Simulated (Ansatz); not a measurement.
Consider the redistribution: `[AlH2][NH][SiH2][SiH3]` + `N=C=C(F)[SeH]` → `F[SiH2][NH][AlH2]` + `N=C=C([SiH3])[SeH]`.

Program: Ansatz. Geometries: PBE0-D4/def2-TZVP. ΔE: electronic, gas phase. CCSD(T)/CBS adds triple-zeta CCSD(T) − MP2 to the extrapolated MP2 energy (def2 sets, frozen cores). DFT in def2-TZVPP. For Se outer-core shells are correlated without core-valence functions, which leaves a few kJ/mol of doubt a bond. Scalar relativity is left out up to krypton. Each species was taken in one conformer, which may not be the lowest.

```tsv
species	ωB97M-V energy (Eh)
`[AlH2][NH][SiH2][SiH3]`	-880.96254
`N=C=C(F)[SeH]`	-2633.37895
`F[SiH2][NH][AlH2]`	-689.64002
`N=C=C([SiH3])[SeH]`	-2824.81648
```

Q: Work out ΔE.

A: ΔE = (-689.64002) + (-2824.81648) − (-880.96254) − (-2633.37895) = -0.11501 Eh = -3.13 eV. CCSD(T)/CBS gives -3.20 eV.

Largest T1 diagnostic among the species: 0.013.

From PBE to PBE0 (25 % exact exchange), in def2-TZVPP and without D4, ΔE moves by −0.18 eV.
